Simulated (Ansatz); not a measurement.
Gas-phase electronic energies from Ansatz, PBE0-D4/def2-TZVP geometries. CCSD(T)/CBS is the MP2 limit (def2-TZVPP, def2-QZVPP) plus CCSD(T) − MP2 in def2-TZVPP, frozen cores. DFT in def2-TZVPP. B3LYP here is the variant with VWN-RPA as its local correlation; programs differ in this. One conformer a species, not always the lowest.

Consider the formal exchange of groups at a C–C bond: `C=CCCCCCCCC` + `CCCC` → `C=CCCCCCC` + `CCCCCC`.

`C=CCCCCCCCC`:

Z-matrix (Å, degrees):
```
C
C 1 1.492
C 1 1.530 2 115.2
H 1 1.095 2 109.2 3 -123.5
H 1 1.098 2 108.3 3 121.0
C 2 1.326 1 125.1 3 124.6
H 2 1.090 1 116.0 3 -56.1
C 3 1.527 1 114.9 2 -64.1
H 3 1.097 1 109.6 2 59.6
H 3 1.094 1 107.3 2 174.2
H 6 1.086 2 121.3 1 -0.8
H 6 1.084 2 121.8 1 179.1
C 8 1.524 3 114.4 1 86.9
H 8 1.095 3 109.0 1 -37.2
H 8 1.096 3 109.1 1 -152.2
C 13 1.531 8 114.5 3 -178.6
H 13 1.094 8 109.9 3 -55.2
H 13 1.096 8 107.4 3 59.6
C 16 1.526 13 114.8 8 95.3
H 16 1.094 13 109.1 8 -144.3
H 16 1.096 13 109.5 8 -29.4
C 19 1.524 16 116.4 13 -61.8
H 19 1.096 16 108.1 13 60.6
H 19 1.097 16 108.7 13 175.2
C 22 1.520 19 114.0 16 -64.5
H 22 1.095 19 109.6 16 59.4
H 22 1.095 19 108.3 16 174.1
H 25 1.093 22 111.3 19 -177.8
H 25 1.092 22 112.0 19 61.9
H 25 1.094 22 110.9 19 -58.0
```

`CCCC`:

Cartesian coordinates in Å:
```
C -1.774 -0.248 0.762
C -0.286 -0.452 0.540
C 0.286 0.451 -0.541
C 1.775 0.249 -0.761
H -2.340 -0.448 -0.153
H -2.161 -0.909 1.541
H -1.990 0.781 1.062
H -0.093 -1.498 0.272
H 0.255 -0.277 1.477
H 0.091 1.497 -0.274
H -0.254 0.275 -1.479
H 1.992 -0.781 -1.059
H 2.339 0.451 0.154
H 2.161 0.908 -1.542
```

`C=CCCCCCC`:

Z-matrix (Å, degrees):
```
C
C 1 1.492
C 1 1.531 2 113.7
H 1 1.096 2 109.1 3 122.1
H 1 1.094 2 109.2 3 -121.9
C 2 1.326 1 124.8 3 114.3
H 2 1.089 1 116.6 3 -65.3
C 3 1.523 1 115.3 2 58.0
H 3 1.096 1 108.3 2 -179.6
H 3 1.095 1 108.5 2 -64.4
H 6 1.084 2 121.8 1 -179.6
H 6 1.086 2 121.3 1 0.7
C 8 1.520 3 114.5 1 59.6
H 8 1.096 3 109.8 1 -63.8
H 8 1.096 3 108.4 1 -178.7
C 13 1.520 8 113.1 3 175.7
H 13 1.098 8 109.4 3 53.7
H 13 1.096 8 110.1 3 -62.3
C 16 1.519 13 113.1 8 179.7
H 16 1.096 13 109.2 8 -58.0
H 16 1.096 13 109.1 8 57.4
H 19 1.094 16 111.1 13 59.7
H 19 1.094 16 111.1 13 -59.8
H 19 1.092 16 111.7 13 180.0
```

`CCCCCC`:

Cartesian coordinates in Å:
```
C 0.159 -1.474 -1.904
C 0.463 -1.458 -0.415
C 1.173 -0.194 0.057
C 0.407 1.104 -0.177
C -0.979 1.161 0.454
C -0.975 1.004 1.966
H -0.540 -0.683 -2.184
H -0.286 -2.425 -2.207
H 1.070 -1.332 -2.493
H 1.090 -2.321 -0.166
H -0.466 -1.594 0.149
H 2.142 -0.121 -0.451
H 1.403 -0.294 1.123
H 0.314 1.283 -1.254
H 1.007 1.936 0.212
H -1.621 0.392 0.010
H -1.441 2.119 0.192
H -1.980 1.120 2.379
H -0.607 0.022 2.271
H -0.334 1.756 2.437
```

**Question.** Is it downhill or uphill in electronic energy at CCSD(T)/CBS, and by how much? (An estimate is asked.)

**Answer.** The calculation gave: Downhill: ΔE = -0.08 eV.

**Question.** What do these levels give: PBE0-D4, ωB97X-V, B2PLYP, PBE, B3LYP, HF/def2-TZVPP, MP2/def2-TZVPP, CCSD/def2-TZVPP, HF/def2-QZVPP, MP2/def2-QZVPP, SCS-MP2/def2-QZVPP, CCSD/CBS(def2)? (Estimate.)

**Answer.** The calculation gave: PBE0-D4 -0.07, ωB97X-V -0.07, B2PLYP -0.11, PBE -0.10, B3LYP -0.13, HF/def2-TZVPP -0.17, MP2/def2-TZVPP -0.08, CCSD/def2-TZVPP -0.10, HF/def2-QZVPP -0.17, MP2/def2-QZVPP -0.08, SCS-MP2/def2-QZVPP -0.09, CCSD/CBS(def2) -0.10 eV.

Largest T1 diagnostic among the species: 0.009.

The D4 term adds +0.06 eV with B3LYP and +0.04 eV with PBE0; it sums over pairs of atoms, weighted by their polarisabilities, and B3LYP, whose exchange is more repulsive, gets the larger term. In def2-TZVPP, CCSD(T) changes the Hartree–Fock value by +0.09 eV (the triples alone add +0.01 eV) and MP2 by +0.09 eV.
